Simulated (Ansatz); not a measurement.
Species: sum formula HSO, net charge 0, doublet state. It need not be the lowest isomer of its formula. 
Coordinates optimised at B3LYP-D3(BJ)/def2-TZVP (Ansatz, a program for electronic structure):
SMILES: [S]O
```xyz
3

O     -0.0524     0.0068    -1.0363
S     -0.0259    -0.0170     0.6033
H      0.8344     0.2184    -1.3626
```
Charge 0, spin multiplicity 2.

Basis-set convergence of Hartree-Fock and MP2 correlation energies (hartree) with Ansatz. Cores are frozen in the correlated levels unless marked. UHF or UKS for open shells. No spin-orbit coupling. Non-relativistic.

```json
[
 {"basis": "def2-SVP", "functions": "37", "E(HF)": "-472.73470", "E(corr, MP2)": "-0.29674"},
 {"basis": "def2-TZVPP", "functions": "87", "E(HF)": "-472.97723", "E(corr, MP2)": "-0.38996"},
 {"basis": "def2-QZVPP", "functions": "157", "E(HF)": "-472.99259", "E(corr, MP2)": "-0.42411"}
]
```

Extrapolating the two largest sets (X = 3 and 4) as X^-3: E(corr) = (64·(-0.42411) - 27·(-0.38996))/37 = -0.4490 Eh, an estimate of the basis-set limit. The largest set recovers 94.5 % of it, the smallest 66.1 %.
